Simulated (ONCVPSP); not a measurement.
# Before and after: ONCV potential for Ca (Z = 20)

```json
{"Element": "calcium", "Generator": "ONCVPSP 4.0.1", "Type": "optimised norm-conserving Vanderbilt (ONCV)", "Functional": "PW91", "Relativity": "fully relativistic", "Frozen core": "[Ne]", "Valence charge": "10", "Reference configuration": "3s2 3p6 4s2", "Partial waves": "3s+4s: rc 2.10 bohr, ncon 3, nbas 8, qcut 4.8 1/bohr, 2 projectors; 3p: rc 1.40 bohr, ncon 3, nbas 6, qcut 11.7 1/bohr, 2 projectors, debl 2.4 Ha; d scattering state at 0.11 Ha: rc 2.25 bohr, ncon 4, nbas 8, qcut 3.7 1/bohr, 2 projectors, debl 0.7 Ha", "Local potential": "polynomial inside 1.00 bohr (lpopt 5, dvloc0 -1 Ha)", "Core correction": "polynomial model core, fcfact 0.55"}
```

Open shells are filled in proportion to 2j + 1.

In the d channel the program set the typed energies aside and used -0.073, 0.627 Ha (j = l + 1/2; the other j can differ).

All-electron outer shells of the reference configuration (PW91, scalar-relativistic, ld1.x):

| shell | level (eV) | outermost node (bohr) | outermost maximum (bohr) |
| --- | --- | --- | --- |
| 3s | -47.12 | 0.45 | 0.99 |
| 3p | -28.06 | 0.42 | 1.04 |
| 4s | -3.80 | 1.43 | 3.38 |

Change: local potential polynomial inside 1.00 bohr (lpopt 5, dvloc0 8.5 Ha).

Cutoffs: the cutoffs (Ha) at which the residual kinetic energy of the hardest occupied pseudo-wave falls to 1 and 0.1 mHa per electron; they do not see the model core or the augmentation charge, which bear on the density cutoff. Errors are all-electron minus pseudo energies relative to the spin-unpolarised reference configuration.

**Question.** What does the change do?

**Answer.** The potential gets neither clearly harder nor softer (29 Ha and 39 Ha → 29 Ha and 39 Ha); the errors of the 3 common tests hardly move; the range in which the s phases agree widens (upper end 2.8 → 4.1); neither file shows a bound ghost.

| quantity | base | changed |
| --- | --- | --- |
| cutoff, loose | 29 Ha | 29 Ha |
| cutoff, tight | 39 Ha | 39 Ha |
| bound ghosts | none | none |
| GHOST(+) flags under 300 eV | s at 94.3 eV | none |
| tests with a reliable result | 3 of 4 | 3 of 4 |
| error for 3s2 3p6 4s1, meV [ΔE 6.34 eV] | -0.2 | -0.3 |
| error for 3s2 3p6 4s0, meV [ΔE 18.20 eV] | -3.2 | -3.2 |
| error for 3s2 3p6 4s1.5, meV [ΔE 2.52 eV] | 0.0 | 0.0 |
| s: phases at 2.13 bohr within 0.05 rad from the reference energy up to (Ha; the scan ends near 5) | 2.8 | 4.1 |
| p3/2: phases at 1.42 bohr within 0.05 rad from the reference energy up to (Ha; the scan ends near 5) | to the end of the scan | to the end of the scan |
| p1/2: phases at 1.42 bohr within 0.05 rad from the reference energy up to (Ha; the scan ends near 5) | to the end of the scan | to the end of the scan |
| d5/2: phases at 2.28 bohr within 0.05 rad from the reference energy up to (Ha; the scan ends near 5) | 1.1 | 1.3 |
| d3/2: phases at 2.28 bohr within 0.05 rad from the reference energy up to (Ha; the scan ends near 5) | 1.1 | 1.3 |
| rms error of d²Exc/dni dnj with the model core, mHa | 4.49 | 4.49 |
